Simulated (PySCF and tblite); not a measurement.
The numbers below are computed, except where a source is named.
System: C₉H₁₀O, numbered as in [CH3:1][O:2][C:3]1=[CH:4][C@@H:5]2[CH:6]=[CH:7][C@@H:8]3[C@H:9]1[C@H:10]23.

For the Cope rearrangement (breaking C9–C8, making C4–C6): electronic barrier 17.12 kcal/mol, zero-point change -1.12 kcal/mol, thermal and entropy terms at 350 K a further 0.20 kcal/mol (symmetry numbers apart). The minimum is C1, the saddle C1. Level: PBE0/pcSseg-1 + D3(BJ) on GFN2-xTB stationary points, with GFN2-xTB thermal terms. Rates follow Eyring's equation with the number of equivalent paths and no tunnelling. (PySCF 2.14 with density fitting, tblite 0.8.)

(1) How many equivalent paths lead out of the minimum?

(2) Work out the rate at 350 K.

DFT energies on a tight-binding saddle of a bond shift can be off by several kcal/mol.

## Answers

(1) 1: the symmetry number of the minimum is 1, that of the saddle displaced along its mode 1.

(2) ΔG‡ = 16.20 kcal/mol; k_B T/h = 7.3×10¹² s⁻¹; exp(−ΔG‡/RT) = 7.7×10⁻¹¹; times 1 gives k = 562 s⁻¹. Wigner's tunnelling factor for the 436i cm⁻¹ mode would be 1.13.
